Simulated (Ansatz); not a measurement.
Ansatz (a program for electronic structure) input file for C₂H₆O₃Sn, SMILES C=[CH][Sn]([OH])([OH])[OH] (connectivity only; charge and spin as stated), charge +1, multiplicity 2, r2SCAN-D4/def2-SVP. 

Ansatz 0.2 input:
```yaml
crystal:
  periodic: [false, false, false]
  atoms:
    - {symbol: O, position_ang: [1.04443556, -1.14980700, 1.39372828]}
    - {symbol: Sn, position_ang: [0.25950582, -0.16617904, -0.02296199]}
    - {symbol: O, position_ang: [1.09135525, 1.51906403, -0.34739291]}
    - {symbol: O, position_ang: [0.01790414, -1.22525418, -1.58430608]}
    - {symbol: C, position_ang: [-1.90292282, 0.46348679, 0.60576071]}
    - {symbol: C, position_ang: [-2.36613177, 1.59905440, 0.22369012]}
    - {symbol: H, position_ang: [1.06386270, -2.11316735, 1.33993664]}
    - {symbol: H, position_ang: [1.76045624, 1.82448388, 0.27559417]}
    - {symbol: H, position_ang: [0.07886584, -0.81473245, -2.45382170]}
    - {symbol: H, position_ang: [-2.26862212, -0.36619963, 1.18786566]}
    - {symbol: H, position_ang: [-1.84726074, 2.34227228, -0.37354074]}
    - {symbol: H, position_ang: [-3.37782468, 1.90902520, 0.49912643]}
basis:
  gaussian:
    orbitals: def2-SVP
hamiltonian:
  xc: r2scan
  dispersion: d4
total_charge: 1
magnetization: {spin_polarized: true, initial_magnetization: 1}
relax: {f_tol: 0.002, max_steps: 200}
```

It prints:

```
WARN ansatz: RAYON_NUM_THREADS=2 ignored (pool sized by the plan → 2); use --threads N
Functional definition: r2SCAN
integrals: 0.08 GiB planned
1384 factors; their error is unknown
mean field: 0.57 GiB planned
mean field evaluation 1: about -14098.7828 eV, gradient 8.5e1 eV
mean field evaluation 2: about -13994.3550 eV, gradient 1.7e2 eV
mean field evaluation 4: about -14117.6438 eV, gradient 3.6e1 eV
mean field evaluation 8: about -14126.1213 eV, gradient 1.6e0 eV
mean field evaluation 16: about -14126.1117 eV, gradient 5.3e-2 eV
mean field evaluation 32: about -14123.8377 eV, gradient 1.4e1 eV
mean field -14126.11175193 eV, -519.1250318608 hartree, gradient 7.4e-6 eV, S^2 0.759688; 5 other end points of the search recorded, 0 dependent functions left out
the calculation of the forces begins
reference -14126.11176645 eV, -519.1250323946 hartree; 32, 31 occupied and 94, 95 virtual orbitals, 1384 factors
relax step   1: F+E_penalty+E_count = -14126.17249934 eV  Δ(F+E_penalty+E_count) = +0.000e0 eV  max|allowed force component| = 1.273e0 eV/Å  Δτ_max = 0.0000 Å  (122 SCF iters, accepted)
these checks for a lower state are left out or cut short: starts, cluster_reference, orbital_swaps, neighbouring_geometries, increment
integrals: 0.08 GiB planned
1384 factors; their error is unknown
mean field: 0.57 GiB planned
mean field -14126.29117391 eV, -519.1316254973 hartree, gradient 1.6e-5 eV, S^2 0.760677; 0 other end points of the search recorded, 0 dependent functions left out
the calculation of the forces begins
reference -14126.29118844 eV, -519.1316260311 hartree; 32, 31 occupied and 94, 95 virtual orbitals, 1384 factors
relax step   2: F+E_penalty+E_count = -14126.35193308 eV  Δ(F+E_penalty+E_count) = -1.794e-1 eV  max|allowed force component| = 5.745e-1 eV/Å  Δτ_max = 0.1943 Å  (53 SCF iters, accepted)
these checks for a lower state are left out or cut short: starts, cluster_reference, orbital_swaps, neighbouring_geometries, increment
integrals: 0.08 GiB planned
1384 factors; their error is unknown
mean field: 0.57 GiB planned
mean field evaluation 64: about -14126.3393 eV, gradient 1.4e-1 eV
mean field -14126.33941739 eV, -519.1333984124 hartree, gradient 2.7e-5 eV, S^2 0.760653; 0 other end points of the search recorded, 0 dependent functions left out
the calculation of the forces begins
reference -14126.33943190 eV, -519.1333989454 hartree; 32, 31 occupied and 94, 95 virtual orbitals, 1384 factors
relax step   3: F+E_penalty+E_count = -14126.40002894 eV  Δ(F+E_penalty+E_count) = -4.810e-2 eV  max|allowed force component| = 7.799e-1 eV/Å  Δτ_max = 0.1903 Å  (53 SCF iters, accepted)
these checks for a lower state are left out or cut short: starts, cluster_reference, orbital_swaps, neighbouring_geometries, increment
integrals: 0.08 GiB planned
1384 factors; their error is unknown
mean field: 0.57 GiB planned
mean field -14126.32095709 eV, -519.1327200088 hartree, gradient 1.3e-5 eV, S^2 0.759264; 0 other end points of the search recorded, 0 dependent functions left out
the calculation of the forces begins
reference -14126.32097163 eV, -519.1327205432 hartree; 32, 31 occupied and 94, 95 virtual orbitals, 1384 factors
relax step   4: F+E_penalty+E_count = -14126.38147367 eV  Δ(F+E_penalty+E_count) = +1.856e-2 eV  max|allowed force component| = 1.547e0 eV/Å  Δτ_max = 0.1954 Å  (53 SCF iters, rejected (line search))
these checks for a lower state are left out or cut short: starts, cluster_reference, orbital_swaps, neighbouring_geometries, increment
integrals: 0.08 GiB planned
1384 factors; their error is unknown
mean field: 0.57 GiB planned
mean field -14126.37867705 eV, -519.1348411781 hartree, gradient 1.7e-5 eV, S^2 0.759651; 0 other end points of the search recorded, 0 dependent functions left out
the calculation of the forces begins
reference -14126.37869153 eV, -519.1348417104 hartree; 32, 31 occupied and 94, 95 virtual orbitals, 1384 factors
relax step   5: F+E_penalty+E_count = -14126.43937334 eV  Δ(F+E_penalty+E_count) = -3.934e-2 eV  max|allowed force component| = 6.761e-1 eV/Å  Δτ_max = 0.0977 Å  (49 SCF iters, accepted)
these checks for a lower state are left out or cut short: starts, cluster_reference, orbital_swaps, neighbouring_geometries, increment
integrals: 0.08 GiB planned
1384 factors; their error is unknown
mean field: 0.57 GiB planned
mean field -14126.39726750 eV, -519.1355243646 hartree, gradient 5.3e-5 eV, S^2 0.758948; 0 other end points of the search recorded, 0 dependent functions left out
the calculation of the forces begins
[...]
relax step  24: F+E_penalty+E_count = -14126.49992420 eV  Δ(F+E_penalty+E_count) = -3.879e-4 eV  max|allowed force component| = 1.239e-1 eV/Å  Δτ_max = 0.0605 Å  (44 SCF iters, accepted)
these checks for a lower state are left out or cut short: starts, cluster_reference, orbital_swaps, neighbouring_geometries, increment
integrals: 0.08 GiB planned
1384 factors; their error is unknown
mean field: 0.57 GiB planned
mean field evaluation 224: about -14126.4398 eV, gradient 2.1e-5 eV
mean field -14126.43983285 eV, -519.1370886125 hartree, gradient 2.1e-5 eV, S^2 0.759921; 0 other end points of the search recorded, 0 dependent functions left out
the calculation of the forces begins
reference -14126.43984740 eV, -519.1370891470 hartree; 32, 31 occupied and 94, 95 virtual orbitals, 1384 factors
relax step  25: F+E_penalty+E_count = -14126.50039719 eV  Δ(F+E_penalty+E_count) = -4.730e-4 eV  max|allowed force component| = 4.320e-2 eV/Å  Δτ_max = 0.0186 Å  (46 SCF iters, accepted)
these checks for a lower state are left out or cut short: starts, cluster_reference, orbital_swaps, neighbouring_geometries, increment
integrals: 0.08 GiB planned
1384 factors; their error is unknown
mean field: 0.57 GiB planned
mean field -14126.44004321 eV, -519.1370963431 hartree, gradient 2.6e-5 eV, S^2 0.759980; 0 other end points of the search recorded, 0 dependent functions left out
the calculation of the forces begins
reference -14126.44005775 eV, -519.1370968775 hartree; 32, 31 occupied and 94, 95 virtual orbitals, 1384 factors
relax step  26: F+E_penalty+E_count = -14126.50061585 eV  Δ(F+E_penalty+E_count) = -2.187e-4 eV  max|allowed force component| = 4.192e-2 eV/Å  Δτ_max = 0.0202 Å  (45 SCF iters, accepted)
these checks for a lower state are left out or cut short: starts, cluster_reference, orbital_swaps, neighbouring_geometries, increment
integrals: 0.08 GiB planned
1384 factors; their error is unknown
mean field: 0.57 GiB planned
mean field -14126.44015907 eV, -519.1371006006 hartree, gradient 2.0e-5 eV, S^2 0.760029; 0 other end points of the search recorded, 0 dependent functions left out
the calculation of the forces begins
reference -14126.44017361 eV, -519.1371011350 hartree; 32, 31 occupied and 94, 95 virtual orbitals, 1384 factors
relax step  27: F+E_penalty+E_count = -14126.50073951 eV  Δ(F+E_penalty+E_count) = -1.237e-4 eV  max|allowed force component| = 1.782e-2 eV/Å  Δτ_max = 0.0200 Å  (45 SCF iters, accepted)
these checks for a lower state are left out or cut short: starts, cluster_reference, orbital_swaps, neighbouring_geometries, increment
integrals: 0.08 GiB planned
1384 factors; their error is unknown
mean field: 0.57 GiB planned
mean field -14126.44020948 eV, -519.1371024532 hartree, gradient 2.3e-5 eV, S^2 0.760094; 0 other end points of the search recorded, 0 dependent functions left out
the calculation of the forces begins
reference -14126.44022402 eV, -519.1371029875 hartree; 32, 31 occupied and 94, 95 virtual orbitals, 1384 factors
relax step  28: F+E_penalty+E_count = -14126.50079739 eV  Δ(F+E_penalty+E_count) = -5.787e-5 eV  max|allowed force component| = 1.359e-2 eV/Å  Δτ_max = 0.0255 Å  (43 SCF iters, accepted)
these checks for a lower state are left out or cut short: starts, cluster_reference, orbital_swaps, neighbouring_geometries, increment
integrals: 0.08 GiB planned
1384 factors; their error is unknown
mean field: 0.57 GiB planned
mean field -14126.44021426 eV, -519.1371026290 hartree, gradient 1.5e-5 eV, S^2 0.760103; 0 other end points of the search recorded, 0 dependent functions left out
the calculation of the forces begins
reference -14126.44022880 eV, -519.1371031632 hartree; 32, 31 occupied and 94, 95 virtual orbitals, 1384 factors
relax step  29: F+E_penalty+E_count = -14126.50080562 eV  Δ(F+E_penalty+E_count) = -8.232e-6 eV  max|allowed force component| = 7.651e-3 eV/Å  Δτ_max = 0.0052 Å  (38 SCF iters, accepted)
these checks for a lower state are left out or cut short: starts, cluster_reference, orbital_swaps, neighbouring_geometries, increment
integrals: 0.08 GiB planned
1384 factors; their error is unknown
mean field: 0.57 GiB planned
mean field evaluation 256: about -14126.4402 eV, gradient 2.9e-4 eV
mean field -14126.44021410 eV, -519.1371026231 hartree, gradient 2.6e-5 eV, S^2 0.760113; 0 other end points of the search recorded, 0 dependent functions left out
the calculation of the forces begins
reference -14126.44022864 eV, -519.1371031573 hartree; 32, 31 occupied and 94, 95 virtual orbitals, 1384 factors
relax step  30: F+E_penalty+E_count = -14126.50080646 eV  Δ(F+E_penalty+E_count) = -8.393e-7 eV  max|allowed force component| = 4.975e-3 eV/Å  Δτ_max = 0.0039 Å  (36 SCF iters, accepted)
these checks for a lower state are left out or cut short: starts, cluster_reference, orbital_swaps, neighbouring_geometries, increment
integrals: 0.08 GiB planned
1384 factors; their error is unknown
mean field: 0.57 GiB planned
mean field -14126.44021507 eV, -519.1371026587 hartree, gradient 1.0e-5 eV, S^2 0.760116; 0 other end points of the search recorded, 0 dependent functions left out
the calculation of the forces begins
reference -14126.44022960 eV, -519.1371031929 hartree; 32, 31 occupied and 94, 95 virtual orbitals, 1384 factors
relax step  31: F+E_penalty+E_count = -14126.50080717 eV  Δ(F+E_penalty+E_count) = -7.095e-7 eV  max|allowed force component| = 3.544e-3 eV/Å  Δτ_max = 0.0013 Å  (36 SCF iters, accepted)
these checks for a lower state are left out or cut short: starts, cluster_reference, orbital_swaps, neighbouring_geometries, increment
integrals: 0.08 GiB planned
1384 factors; their error is unknown
mean field: 0.57 GiB planned
mean field -14126.44021535 eV, -519.1371026692 hartree, gradient 1.4e-5 eV, S^2 0.760109; 0 other end points of the search recorded, 0 dependent functions left out
the calculation of the forces begins
reference -14126.44022989 eV, -519.1371032034 hartree; 32, 31 occupied and 94, 95 virtual orbitals, 1384 factors
relax step  32: F+E_penalty+E_count = -14126.50080833 eV  Δ(F+E_penalty+E_count) = -1.161e-6 eV  max|allowed force component| = 6.246e-4 eV/Å  Δτ_max = 0.0018 Å  (35 SCF iters, accepted)
integrals: 0.08 GiB planned
1384 factors; their error is unknown
mean field: 0.57 GiB planned
mean field evaluation 288: about -14126.4402 eV, gradient 1.1e-2 eV
mean field -14126.44021535 eV, -519.1371026692 hartree, gradient 1.4e-5 eV, S^2 0.760109; 4 other end points of the search recorded, 0 dependent functions left out
the calculation of the forces begins
reference -14126.44022989 eV, -519.1371032034 hartree; 32, 31 occupied and 94, 95 virtual orbitals, 1384 factors
Total energy: -14126.50082287 eV, -519.1393299541 hartree
Atom 0 at     0.909585    -0.926537     1.491872 Å, force     0.000064     0.000434    -0.000142 eV/Å
Atom 1 at     0.184859    -0.155673    -0.167768 Å, force    -0.000352    -0.000565    -0.000286 eV/Å
Atom 2 at     0.727983     1.713013    -0.398391 Å, force     0.000115     0.000177    -0.000149 eV/Å
Atom 3 at     0.205499    -1.473522    -1.606653 Å, force     0.000020    -0.000035     0.000223 eV/Å
Atom 4 at    -1.903026     0.325052     0.512006 Å, force    -0.000625    -0.000029     0.000482 eV/Å
Atom 5 at    -2.189480     1.631213     0.543818 Å, force     0.000367    -0.000235     0.000565 eV/Å
Atom 6 at     0.927249    -1.900664     1.524519 Å, force     0.000004    -0.000305    -0.000031 eV/Å
Atom 7 at     1.685985     1.875824    -0.359357 Å, force     0.000615     0.000282     0.000023 eV/Å
Atom 8 at     0.209154    -1.107504    -2.507918 Å, force     0.000148     0.000082    -0.000084 eV/Å
Atom 9 at    -2.552519    -0.544365     0.687099 Å, force     0.000005     0.000101    -0.000127 eV/Å
Atom 10 at    -1.431947     2.415265     0.695303 Å, force    -0.000240     0.000045    -0.000158 eV/Å
Atom 11 at    -3.219719     1.969945     0.329148 Å, force    -0.000121     0.000047    -0.000318 eV/Å
Dipole moment:    -0.684939     0.296054    -0.031244 e Å
```

The run converged.

Cost: about 8 core-minutes (a rough figure).
